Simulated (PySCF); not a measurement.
F2HSb. Atoms are numbered in the order given.

```xyz
4

Sb    -0.0381    -0.3274     0.0000
H      1.6806    -0.5299     0.0000
F      0.0147     0.9571    -1.4242
F      0.0147     0.9571     1.4242
```
Charge 0, spin multiplicity 1.

Coordinates come from a B3LYP-D3(BJ)/def2-TZVP optimisation. The def2 effective core potentials stand for the cores of Sb; spin–orbit coupling is left out.

Calculation: TDA-CAM-B3LYP/def2-SVPD run with PySCF.

Vertical excitations. Isolated molecule, no solvent. State labels are in the subgroup Cs.

Q: List the lowest excited states. (An estimate is asked for; the answer gives what the named calculation found.)

A: 
```csv
state,symmetry,energy (eV),λ (nm),f,main pairs
S1,A",5.33,233,0.037,HOMO→LUMO 97 %
S2,A',5.91,210,0.068,HOMO→LUMO+1 91 %
S3,A',7.56,164,0.336,HOMO→LUMO+2 93 %
S4,A",8.10,153,0.030,"HOMO−1→LUMO 60 %, HOMO−2→LUMO+1 32 %"
S5,A',8.14,152,0.004,HOMO−2→LUMO 94 %
S6,A',8.35,149,0.075,"HOMO−3→LUMO 56 %, HOMO−1→LUMO+1 37 %"
S7,A',8.45,147,0.047,"HOMO−1→LUMO+1 54 %, HOMO−3→LUMO 40 %"
S8,A",8.56,145,0.019,"HOMO−3→LUMO+1 68 %, HOMO−2→LUMO+1 18 %"
S9,A",8.93,139,0.098,"HOMO−4→LUMO 30 %, HOMO−3→LUMO+1 24 %, HOMO−1→LUMO 18 %, HOMO−2→LUMO+1 16 %"
S10,A",9.19,135,0.012,"HOMO−4→LUMO 53 %, HOMO−2→LUMO+1 21 %"
T1,A",4.33,286,0,HOMO→LUMO 98 %
T2,A',4.64,267,0,HOMO→LUMO+1 97 %
T3,A',6.41,193,0,"HOMO→LUMO+2 78 %, HOMO→LUMO+3 15 %"
T4,A",7.20,172,0,HOMO−1→LUMO 93 %
```
Triplets are in the Tamm–Dancoff approximation.
